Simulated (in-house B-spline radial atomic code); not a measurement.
The numbers below are computed, except where a source is named.
**Work function and surface energy of Ag in the jellium model**

The positive ions are smeared into a uniform slab; the electrons are solved self-consistently in the LDA (PW92) on a fine grid across the film. Stabilised jellium adds, inside the slab, the constant potential −n de/dn that makes the bulk stable at the metal's density. No lattice, so no dependence on crystal face. Atomic units unless named. The numbers below are for plain jellium.

Ag: 1 valence electron per atom, density 10.5 g/cm³, mass 107.87 u, so r_s = 3.02 bohr. Thick-film values are averages over eight films of 5 to 5.44 Fermi wavelengths, one period of the size oscillation.

Across the edge of the background of the film of 5 Fermi wavelengths (z = 0, vacuum at z > 0):

```tsv
z (bohr)	n/n_bulk	V − E_F (hartree)
-9.89	0.9903	-0.2019
-7.42	1.014	-0.2023
-4.94	0.9803	-0.2014
-3.46	1.041	-0.2033
-1.98	0.9795	-0.2037
-0.99	0.7403	-0.1846
0.0	0.4253	-0.1225
0.99	0.1922	-0.04747
1.98	0.07509	0.00244
3.46	0.01579	0.05016
4.94	0.003007	0.07904
7.42	0.0001708	0.1044
```

**Question.** The electrons that spill out make a dipole barrier Δφ = 2.171 eV. Assemble the work function.

**Answer.** k_F = 1.91916/3.02 = 0.6355, so k_F²/2 = 5.495 eV, and the LDA gives v_xc = -6.672 eV in the bulk. Measured from the bulk electrostatic potential the Fermi level lies at 5.495 + (-6.672) = -1.177 eV, so Φ = Δφ − that = 2.171 − (-1.177) = 3.35 eV; the films' Fermi levels give 3.35 eV. Measurement gives 4.26 to 4.74 eV (table in Wikipedia's article on work functions); the other model gives 3.53 eV. The d shell of this metal lies near the Fermi level, which a free-electron model leaves out, so the real value is higher.

**Question.** Budd and Vannimenus showed that in jellium φ(edge) − φ(bulk) = n de/dn, with e the bulk energy per electron. Check it, given ε_xc = -0.18853 and v_xc = -0.24520 hartree.

**Answer.** For the kinetic part e = 3k_F²/10 ∝ n^(2/3), so n de/dn = k_F²/5 = 0.08077. For exchange and correlation n dε/dn = v_xc − ε_xc = -0.05667. The sum is 0.02409 hartree, and the films give 0.02406.

**Question.** The surface energy has the parts (J/m²): kinetic -0.679, exchange-correlation 0.746, electrostatic 0.158. What is the total, and what does its sign mean?

**Answer.** The sum is 0.225 J/m². The kinetic part is negative since spilling out relaxes the electrons, while exchange-correlation and electrostatics cost energy. A positive total means that making surface costs energy; the other model gives 0.378 J/m².

**Question.** What barrier would the Schottky-Mott rule give for electrons at a contact to n-type Si, whose electron affinity is 4.05 eV (NSM archive of the Ioffe Institute)?

**Answer.** Φ_B = Φ − χ is 3.35 − 4.05 = -0.70 eV with the model's value and 4.50 − 4.05 = +0.45 eV with the measured one (the middle, for a range); a negative value would mean an ohmic contact, so the model's error changes the verdict. Real barriers on covalent semiconductors follow the metal only weakly, since states induced in the gap pin the Fermi level.
